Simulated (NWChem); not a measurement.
All runs are NWChem calculations. System: C$_{4}$H$_{8}$Si, charge 0, spin multiplicity 1, at a geometry optimised with PBE/def2-SVP. The structure started from a generated list of species. Level: RHF/def2-SVP.

Job file:

```
start mol
memory heap 200 mb stack 800 mb global 1000 mb
geometry units angstroms nocenter noautoz
  C      0.720373    -3.029887     0.000000
  C      0.080146    -1.720012     0.000000
  C     -0.473071    -0.626025     0.000000
  C     -1.074681     0.699419     0.000000
  Si     0.246811     2.084596     0.000000
  H      0.433832    -3.622924     0.894279
  H      1.827960    -2.946490     0.000000
  H      0.433832    -3.622924    -0.894279
  H     -1.726506     0.847510    -0.889966
  H     -1.726506     0.847510     0.889966
  H     -0.432572     3.430092     0.000000
  H      1.108999     1.970959     1.226126
  H      1.108999     1.970959    -1.226126
  symmetry group Cs
end
basis spherical
  * library def2-svp
end
scf
  rhf
  nopen 0
  maxiter 100
  thresh 1e-7
  semidirect memsize 60000000 filesize 0
end
task scf energy
```

NWChem printed:

```
             Northwest Computational Chemistry Package (NWChem) 7.3.0
             --------------------------------------------------------

                                NWChem Input Module
                                -------------------

 Scaling coordinates for geometry "geometry" by  1.889725989
 (inverse scale =  0.529177249)

 Turning off AUTOSYM since
 SYMMETRY directive was detected!

                             Geometry "geometry" -> ""
                             -------------------------

 Output coordinates in angstroms (scale by  1.889725989 to convert to a.u.)

  No.       Tag          Charge          X              Y              Z
 ---- ---------------- ---------- -------------- -------------- --------------
    1 C                    6.0000     0.72037300    -3.02988700     0.00000000
    2 C                    6.0000     0.08014600    -1.72001200     0.00000000
    3 C                    6.0000    -0.47307100    -0.62602500     0.00000000
    4 C                    6.0000    -1.07468100     0.69941900     0.00000000
    5 Si                  14.0000     0.24681100     2.08459600     0.00000000
    6 H                    1.0000     0.43383200    -3.62292400     0.89427900
    7 H                    1.0000     1.82796000    -2.94649000     0.00000000
    8 H                    1.0000     0.43383200    -3.62292400    -0.89427900
    9 H                    1.0000    -1.72650600     0.84751000    -0.88996600
   10 H                    1.0000    -1.72650600     0.84751000     0.88996600
   11 H                    1.0000    -0.43257200     3.43009200     0.00000000
   12 H                    1.0000     1.10899900     1.97095900     1.22612600
   13 H                    1.0000     1.10899900     1.97095900    -1.22612600

 Effective nuclear repulsion energy (a.u.)     188.8178545593

            Nuclear Dipole moment (a.u.)
            ----------------------------
        X                 Y               Z
 ---------------- ---------------- ----------------
    -0.0000113384     0.0000113384     0.0000000000

      Symmetry information
      --------------------

 Group name             Cs
 Group number              2
 Group order               2
 No. of unique centers    10

      Symmetry unique atoms

     1    2    3    4    5    6    7    9   11   12


 Summary of "ao basis" -> "" (spherical)
 ------------------------------------------------------------------------------
       Tag                 Description            Shells   Functions and Types
 ---------------- ------------------------------  ------  ---------------------
 *                          def2-svp                  on all atoms

 Summary of "ao basis" -> "ao basis" (spherical)
 ------------------------------------------------------------------------------
       Tag                 Description            Shells   Functions and Types
 ---------------- ------------------------------  ------  ---------------------
 C                          def2-svp                 6       14   3s2p1d
 Si                         def2-svp                 8       18   4s3p1d
 H                          def2-svp                 3        5   2s1p

                                 NWChem SCF Module
                                 -----------------

  ao basis        = "ao basis"
  functions       =   114
  atoms           =    13
  closed shells   =    23
  open shells     =     0
  charge          =   0.00
  wavefunction    = RHF
  use symmetry    = T
  symmetry adapt  = T

 Summary of "ao basis" -> "ao basis" (spherical)
 ------------------------------------------------------------------------------
       Tag                 Description            Shells   Functions and Types
 ---------------- ------------------------------  ------  ---------------------
 C                          def2-svp                 6       14   3s2p1d
 Si                         def2-svp                 8       18   4s3p1d
 H                          def2-svp                 3        5   2s1p

      Symmetry analysis of basis
      --------------------------

        a'         76
        a"         38

 Forming initial guess at       0.1s

      Superposition of Atomic Density Guess
      -------------------------------------

 Sum of atomic energies:        -443.23201852

      Non-variational initial energy
      ------------------------------

 Total energy =    -446.059531
 1-e energy   =    -980.406831
 2-e energy   =     345.529445
 HOMO         =      -0.283543
 LUMO         =       0.058650

      Symmetry analysis of molecular orbitals - initial
      -------------------------------------------------

  Numbering of irreducible representations:

     1 a'          2 a"

  Orbital symmetries:

     1 a'          2 a'          3 a'          4 a'          5 a'
     6 a'          7 a'          8 a"          9 a'         10 a'
    11 a'         12 a'         13 a'         14 a'         15 a"
    16 a'         17 a'         18 a"         19 a'         20 a'
    21 a"         22 a"         23 a'         24 a'         25 a"
    26 a'         27 a'         28 a"         29 a'         30 a'
    31 a'         32 a"         33 a'

 Starting SCF solution at       1.1s

 ----------------------------------------------
         Quadratically convergent ROHF

 Convergence threshold     :          1.000E-07
 Maximum no. of iterations :          100
 Final Fock-matrix accuracy:          1.000E-09
 ----------------------------------------------

              iter       energy          gnorm     gmax       time
             ----- ------------------- --------- --------- --------
                 1     -444.7348897384  7.59D-01  1.69D-01      1.1
                 2     -444.7923638773  2.32D-01  4.19D-02      1.2
                 3     -444.7980813791  1.35D-02  2.47D-03      1.5
                 4     -444.7981004614  9.02D-05  3.03D-05      1.9
                 5     -444.7981004643  4.77D-09  1.02D-09      2.7

       Final RHF  results
       ------------------

         Total SCF energy =   -444.798100464261
      One-electron energy =   -984.421943558725
      Two-electron energy =    350.805988535199
 Nuclear repulsion energy =    188.817854559265

        Time for solution =      1.6s

       Symmetry analysis of molecular orbitals - final
       -----------------------------------------------

  Numbering of irreducible representations:

     1 a'          2 a"

  Orbital symmetries:

     1 a'          2 a'          3 a'          4 a'          5 a'
     6 a'          7 a'          8 a"          9 a'         10 a'
    11 a'         12 a'         13 a'         14 a'         15 a'
    16 a"         17 a'         18 a"         19 a'         20 a'
    21 a"         22 a"         23 a'         24 a'         25 a'
    26 a"         27 a'         28 a"         29 a'         30 a'
    31 a"         32 a'         33 a"

             Final eigenvalues
             -----------------

              1
    1  -68.7614
    2  -11.2567
    3  -11.2503
    4  -11.2331
    5  -11.2292
    6   -6.1313
    7   -4.2415
    8   -4.2414
    9   -4.2414
   10   -1.0505
   11   -0.9915
   12   -0.9017
   13   -0.7090
   14   -0.6535
   15   -0.6076
   16   -0.5953
   17   -0.5794
   18   -0.5743
   19   -0.4950
   20   -0.4743
   21   -0.4726
   22   -0.3636
   23   -0.3505
   24    0.1559
   25    0.1783
   26    0.1870
   27    0.1875
   28    0.2027
   29    0.2137
   30    0.2319
   31    0.2496
   32    0.2586
   33    0.3029

                       ROHF Final Molecular Orbital Analysis
                       -------------------------------------

 Vector   21  Occ=2.000000D+00  E=-4.726047D-01  Symmetry=a"
              MO Center=  7.5D-01,  1.9D+00, -5.3D-15, r^2= 2.5D+00
   Bfn.  Coefficient  Atom+Function         Bfn.  Coefficient  Atom+Function
  ----- ------------  ---------------      ----- ------------  ---------------
   105      0.315652  12 H  s               110     -0.315652  13 H  s
    66      0.277732   5 Si pz              106      0.198324  12 H  s
   111     -0.198324  13 H  s                69      0.196194   5 Si pz
    63     -0.155287   5 Si pz

 Vector   22  Occ=2.000000D+00  E=-3.635720D-01  Symmetry=a"
              MO Center= -2.4D-01, -1.2D+00, -1.6D-16, r^2= 2.3D+00
   Bfn.  Coefficient  Atom+Function         Bfn.  Coefficient  Atom+Function
  ----- ------------  ---------------      ----- ------------  ---------------
    34      0.386093   3 C  pz               20      0.378909   2 C  pz
    37      0.285562   3 C  pz               23      0.268667   2 C  pz

 Vector   23  Occ=2.000000D+00  E=-3.505163D-01  Symmetry=a'
              MO Center= -1.8D-01, -8.7D-01,  3.9D-16, r^2= 3.1D+00
   Bfn.  Coefficient  Atom+Function         Bfn.  Coefficient  Atom+Function
  ----- ------------  ---------------      ----- ------------  ---------------
    18      0.336021   2 C  px               32      0.306673   3 C  px
    21      0.226809   2 C  px               35      0.203687   3 C  px
    36      0.191251   3 C  py               19      0.164795   2 C  py
    33      0.163415   3 C  py               45     -0.163270   4 C  s
    49     -0.159886   4 C  px               22      0.155638   2 C  py

 Vector   24  Occ=0.000000D+00  E= 1.559254D-01  Symmetry=a'
              MO Center= -3.5D-01,  1.7D+00,  5.2D-16, r^2= 6.0D+00
   Bfn.  Coefficient  Atom+Function         Bfn.  Coefficient  Atom+Function
  ----- ------------  ---------------      ----- ------------  ---------------
    45      2.868528   4 C  s                68      0.966410   5 Si py
    67      0.931187   5 Si px               91     -0.830787   9 H  s
    96     -0.830787  10 H  s                17     -0.748637   2 C  s
    36     -0.633285   3 C  py                3      0.425141   1 C  s
    60     -0.368000   5 Si s                35      0.357789   3 C  px

 Vector   25  Occ=0.000000D+00  E= 1.782683D-01  Symmetry=a'
              MO Center=  3.7D-01,  1.4D-01,  1.9D-16, r^2= 8.6D+00
   Bfn.  Coefficient  Atom+Function         Bfn.  Coefficient  Atom+Function
  ----- ------------  ---------------      ----- ------------  ---------------
     3      1.068329   1 C  s                67     -1.002333   5 Si px
   101     -0.962843  11 H  s                81     -0.952324   7 H  s
    17     -0.803893   2 C  s                36     -0.622040   3 C  py
    45      0.539950   4 C  s                68      0.538397   5 Si py
    21      0.388908   2 C  px              106      0.374553  12 H  s

 Vector   26  Occ=0.000000D+00  E= 1.870015D-01  Symmetry=a"
              MO Center= -2.7D-01,  2.8D-01, -1.9D-15, r^2= 8.1D+00
   Bfn.  Coefficient  Atom+Function         Bfn.  Coefficient  Atom+Function
  ----- ------------  ---------------      ----- ------------  ---------------
    69      1.135459   5 Si pz              106     -0.761940  12 H  s
   111      0.761940  13 H  s                91     -0.624359   9 H  s
    96      0.624359  10 H  s                51     -0.602076   4 C  pz
    76     -0.498060   6 H  s                86      0.498060   8 H  s
    23      0.409276   2 C  pz               37     -0.378486   3 C  pz

 center of mass
 --------------
 x =  -0.02306404 y =   0.02402472 z =   0.00000000

 moments of inertia (a.u.)
 ------------------
        1215.514991725536          98.347166876704           0.000000000000
          98.347166876704         154.278761993289           0.000000000000
           0.000000000000           0.000000000000        1325.235741615415

  Mulliken analysis of the total density
  --------------------------------------

    Atom       Charge   Shell Charges
 -----------   ------   -------------------------------------------------------
    1 C    6     5.95   1.99  0.85  0.14  2.04  0.89  0.04
    2 C    6     6.23   1.99  0.89  0.25  1.96  1.10  0.04
    3 C    6     6.19   1.99  0.88  0.26  1.96  1.05  0.04
    4 C    6     6.29   1.99  0.85  0.29  2.06  1.06  0.03
    5 Si  14    13.31   2.00  1.99  0.94  0.17  5.94  1.22  0.83  0.22
    6 H    1     0.93   0.74  0.17  0.03
    7 H    1     0.93   0.74  0.17  0.03
    8 H    1     0.93   0.74  0.17  0.03
    9 H    1     0.91   0.73  0.15  0.03
   10 H    1     0.91   0.73  0.15  0.03
   11 H    1     1.15   0.74  0.40  0.01
   12 H    1     1.14   0.74  0.39  0.01
   13 H    1     1.14   0.74  0.39  0.01

       Multipole analysis of the density wrt the origin
       ------------------------------------------------

     L   x y z        total         open         nuclear
     -   - - -        -----         ----         -------
     0   0 0 0     -0.000000      0.000000     46.000000

     1   1 0 0     -0.078891      0.000000     -0.000011
     1   0 1 0     -0.150996      0.000000      0.000011
     1   0 0 1      0.000000      0.000000      0.000000

     2   2 0 0    -29.676700      0.000000     87.861666
     2   1 1 0     -2.378810      0.000000    -64.354735
     2   1 0 1      0.000000      0.000000      0.000000
     2   0 2 0    -27.355810      0.000000    695.859261
     2   0 1 1      0.000000      0.000000      0.000000
     2   0 0 2    -30.679361      0.000000     22.106026

 Task  times  cpu:        2.7s     wall:        2.7s

 Total times  cpu:        2.7s     wall:        2.7s
```
